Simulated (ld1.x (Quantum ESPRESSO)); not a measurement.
Sb: one change to a TM potential, before and after

ld1.x (Quantum ESPRESSO) 7.5 input, shortened:

```
&input
   title='Sb', zed=51., rel=2, dft='PBE', iswitch=3,
   config='[Kr] 4d10 5s2 5p3', rel_dist='average'
 /
 &inputp
   pseudotype=2, tm=.true., lloc=0,
   nlcc=.true., new_core_ps=.true.
 /
3
5P  2  1   3.00   0.00  2.00  2.00  0.0
4D  3  2  10.00   0.00  1.45  1.45  0.0
5S  1  0   2.00   0.00  1.85  1.85  0.0
 &test
   configts(1)='4d10 5s2 5p3'
 /
```

Open shells are filled in proportion to 2j + 1 (rel_dist='average').

Change: type TM semilocal; scalar-relativistic; local potential the p channel.

Cutoffs: the cutoffs (Ry, on a coarse ladder) from which the occupation-weighted sum of valence levels, in a spherical-Bessel basis at the reference potential, stays within 10 and 1 mRy of its value at 400 Ry; they do not see the model core or the augmentation charge, which bear on the density cutoff. Errors are all-electron minus pseudo energies relative to the spin-unpolarised reference configuration.

Task: What does the change do?

Result: The potential gets neither clearly harder nor softer (90 Ry and 160 Ry → 90 Ry and 160 Ry); the d channel sets the loose cutoff, while the largest relative change is in p, which becomes softer; of the 7 tests that both files solve, the error grows in 2 and shrinks in 3 by more than 15 % and 0.3 meV (median size 1.1 → 1.7 meV); neither file shows a bound ghost. A semilocal file is local in each channel, so a ghost entry of none says nothing of the separable form that plane-wave codes build from it. Several settings change at once here, so the effects cannot be laid on one of them.

```csv
quantity,base,changed
"cutoff, loose",90 Ry,90 Ry
"cutoff, tight",160 Ry,160 Ry
loose cutoff by channel (10 mRy a level),"p 10 Ry, d 80 Ry, s 12 Ry","s 12 Ry, d 80 Ry, p 8 Ry"
bound ghosts,none,none
"error for 4d10 5s2 5p2, meV [ΔE 8.33 → 8.32 eV]",+1.1,-0.7
"error for 4d10 5s2 5p1, meV [ΔE 24.32 → 24.28 eV]",+3.5,-1.7
"error for 4d10 5s2 5p0, meV [ΔE 48.76 → 48.70 eV]",+0.2,-12
"error for 4d10 5s2 5p3.3, meV [ΔE -1.16 eV]",+0.1,+0.3
"error for 4d9 5s2 5p3, meV [ΔE 40.71 → 40.74 eV]",-369,-210
"error for 4d10 5s2 5p2.5, meV [ΔE 3.27 → 3.26 eV]",+0.3,-0.4
"error for 4d10 5s1 5p0, meV [ΔE 93.05 → 92.99 eV]",-13,-28
s: phases at 2.20 bohr within 0.05 rad from the reference energy up to (Ry; the scan ends near 5),3.7,3.7
```
